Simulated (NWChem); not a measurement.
C3H2FN; SMILES N#C/C=C/F

```xyz
7

N     -0.2280    -2.5310     0.0000
C      0.0957    -1.4171     0.0000
C      0.5114    -0.0573     0.0000
C     -0.3779     0.9418     0.0000
F      0.0024     2.1998     0.0000
H      1.5829     0.1627     0.0000
H     -1.4645     0.8104     0.0000
```
Atoms are numbered in this order, from 1.

Structure relaxed at the PBE0/def2-SVP level.

**Question.** Give the principal values of the shielding tensors (ppm) of N1, C2, C3, C4, F5 from Hartree-Fock/6-31G* (spherical d), GIAO (NWChem), with their diamagnetic and paramagnetic parts as GIAO splits them.

**Answer.** 
```csv
atom,σ11,σ22,σ33,isotropic,diamagnetic,paramagnetic
N1,-192.0,-146.5,240.3,-32.7,337.9,-370.7
C2,-18.1,-13.1,310.1,93.0,257.2,-164.3
C3,11.6,152.8,176.3,113.6,258.2,-144.7
C4,-87.6,84.5,112.1,36.3,249.0,-212.6
F5,241.7,308.0,446.0,331.9,473.0,-141.1
```
